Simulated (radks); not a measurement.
Task: These are the eigenvalues of the occupied orbitals of an atom or ion with whole-number occupations (eV). Method: Dirac Kohn-Sham, PBE, spin-unpolarised, spherical densities, point nucleus; computed with a radial shooting solver on a logarithmic mesh with Libxc functionals.

orbital  eigenvalue
1s1/2     -9532.888
2s1/2     -1167.417
2p1/2     -1029.201
2p3/2     -1005.326
3s1/2     -138.8619
3p1/2      -95.1205
3p3/2      -92.0611
3d3/2      -19.9750
3d5/2      -19.6159
4s1/2      -13.9969

Which element is it, and in what charge state? The configuration may be excited. Open shells, if any, fill j = l - 1/2 first.

Result: Z = 30, zinc, charge +1: Zn+ in [Ar] 3d10 4s1. The list shows which subshells hold electrons but not how many an open one holds; the 1s level, -350.33 hartree, gives Z - s = 26.5 by -(Z - s)^2/2, which with screening and relativity narrows Z to a few neighbours, and the depths of the outer levels then fix element, charge and occupations together.
